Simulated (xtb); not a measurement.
CeF4, charge +1, doublet, at a GFN2-xTB geometry (such geometries of metal compounds can be far from the true shape) (GFN-xTB holds the 4f electrons in the core, so unpaired electrons go into valence orbitals and the state isn't the physical one) (the multiplicity is a formal guess). Base run: GFN1-xTB run with xtb.

Geometry (Å):
```xyz
5

Ce     0.0000     0.0000     0.0000
F      1.3794     0.9735    -1.2682
F      1.0342    -1.3183     1.2849
F     -1.3795    -1.0924    -1.1671
F     -1.0341     1.4373     1.1504
```
Charge +1, spin multiplicity 2.
All else is at xtb's defaults.
Base energy -20.71694 Eh.

Each row names what was changed in the base input (with any setting that the change needs).

```csv
change,ΔE vs base (kJ/mol),G_solv (kcal/mol),SCF cycles
base,0.00,-,23
etemp = 5000,-256.8,-,39
alpb = water,-80.6,-19.46,27
alpb = acetone,-79.5,-19.21,19
acc = 30,0.00,-,21
file = coord,0.00,-,23
acc = 0.0001,0.00,-,28
etemp = 3000,-143.7,-,22
```

ALPB and GBSA are two models with their own fitted parameters for each solvent, which aren't always the measured dielectric constant.
